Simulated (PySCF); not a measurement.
Br4Hf (SMILES [Br][Hf]([Br])([Br])[Br]), singlet, geometry from GFN2-xTB (such geometries of metal compounds can be far from the true shape) (core potentials on Hf); DF-B3LYP/def2-SVP (PySCF).

PySCF was given this input:
```python
from pyscf import gto, scf, dft

mol = gto.Mole()
mol.atom = '''
    Hf   -0.00000000   -0.00000000    0.00000000
    Br    1.95644910   -0.56764226   -1.43548939
    Br    0.75742969    0.30243203    2.35486215
    Br   -1.04328436    2.11147723   -0.81471605
    Br   -1.67059443   -1.84626701   -0.10465671
'''
mol.basis = 'def2-svp'
mol.ecp = {'Hf': 'def2-svp'}
mol.verbose = 4
mol.build()

mf = dft.RKS(mol)
mf.xc = 'b3lyp'
mf.level_shift = 0.5
mf.max_cycle = 100
mf = mf.density_fit(auxbasis='def2-universal-jkfit')
mf.kernel()
```

It wrote (shortened):

```
PySCF version 2.14.0

[INPUT] verbose = 4
[INPUT] num. atoms = 5
[INPUT] num. electrons = 152
[INPUT] charge = 0
[INPUT] spin (= nelec alpha-beta = 2S) = 0
[INPUT] symmetry False subgroup None
[INPUT] Mole.unit = angstrom
[INPUT] Symbol           X                Y                Z      unit          X                Y                Z       unit  Magmom
[...]
nuclear repulsion = 1312.47420039228
number of shells = 60
number of NR pGTOs = 353
number of NR cGTOs = 160
basis = def2-svp
ecp = {'Hf': 'def2-svp'}

******** <class 'pyscf.df.df_jk.DFRKS'> ********
method = DFRKS
initial guess = minao
damping factor = 0
level_shift factor = 0.5
DIIS = <class 'pyscf.scf.diis.CDIIS'>
diis_start_cycle = 1
diis_space = 8
diis_damp = 0
SCF conv_tol = 1e-09
SCF conv_tol_grad = None
SCF max_cycles = 100
direct_scf = False
XC library pyscf.dft.libxc version 7.1.2
    S. Lehtola, C. Steigemann, M. J. T. Oliveira, and M. A. L. Marques,  SoftwareX 7, 1–5 (2018)
XC functionals = b3lyp
    P. J. Stephens, F. J. Devlin, C. F. Chabalowski, and M. J. Frisch,  J. Phys. Chem. 98, 11623 (1994)
radial grids:
    Treutler-Ahlrichs [JCP 102, 346 (1995); DOI:10.1063/1.469408] (M4) radial grids

becke partition: Becke, JCP 88, 2547 (1988); DOI:10.1063/1.454033
pruning grids: <function nwchem_prune>
grids dens level: 3
symmetrized grids: False
atomic radii adjust function: <function treutler_atomic_radii_adjust>
small_rho_cutoff = 0
Set gradient conv threshold to 3.16228e-05
Initial guess from minao.
tot grids = 105488
******** <class 'pyscf.df.df.DF'> ********
auxbasis = def2-universal-jkfit
init E= -10327.2068215518
[...]
cycle= 1 E= -10343.7281022814  delta_E= -16.5  |g|= 0.558  |ddm|= 7.34
[...]
cycle= 2 E= -10343.8065747825  delta_E= -0.0785  |g|= 0.234  |ddm|= 0.817
[...]
cycle= 3 E= -10343.825016235  delta_E= -0.0184  |g|= 0.0703  |ddm|= 0.35
[...]
cycle= 4 E= -10343.8279017061  delta_E= -0.00289  |g|= 0.0396  |ddm|= 0.141
[...]
cycle= 5 E= -10343.82882638  delta_E= -0.000925  |g|= 0.02  |ddm|= 0.0812
[...]
cycle= 6 E= -10343.8291426583  delta_E= -0.000316  |g|= 0.0103  |ddm|= 0.0513
[...]
cycle= 7 E= -10343.8292415375  delta_E= -9.89e-05  |g|= 0.00589  |ddm|= 0.0294
[...]
cycle= 8 E= -10343.8292740839  delta_E= -3.25e-05  |g|= 0.00343  |ddm|= 0.0165
[...]
cycle= 9 E= -10343.8292847623  delta_E= -1.07e-05  |g|= 0.00207  |ddm|= 0.00932
[...]
cycle= 10 E= -10343.8292883846  delta_E= -3.62e-06  |g|= 0.00125  |ddm|= 0.0053
[...]
cycle= 11 E= -10343.8292896097  delta_E= -1.23e-06  |g|= 0.000795  |ddm|= 0.00304
[...]
cycle= 12 E= -10343.8292900528  delta_E= -4.43e-07  |g|= 0.000482  |ddm|= 0.00174
[...]
cycle= 13 E= -10343.829290204  delta_E= -1.51e-07  |g|= 0.000313  |ddm|= 0.001
[...]
cycle= 14 E= -10343.8292902596  delta_E= -5.56e-08  |g|= 0.000204  |ddm|= 0.00058
[...]
cycle= 15 E= -10343.8292902807  delta_E= -2.1e-08  |g|= 0.000133  |ddm|= 0.000338
[...]
cycle= 16 E= -10343.8292902887  delta_E= -8.08e-09  |g|= 8.7e-05  |ddm|= 0.000198
[...]
cycle= 17 E= -10343.8292902919  delta_E= -3.17e-09  |g|= 5.63e-05  |ddm|= 0.000116
[...]
cycle= 18 E= -10343.8292902932  delta_E= -1.26e-09  |g|= 3.67e-05  |ddm|= 6.9e-05
[...]
cycle= 19 E= -10343.8292902937  delta_E= -5.18e-10  |g|= 2.42e-05  |ddm|= 4.13e-05
[...]
Extra cycle  E= -10343.8292902927  delta_E= 9.59e-10  |g|= 6.35e-05  |ddm|= 0.000111
converged SCF energy = -10343.8292902927
```
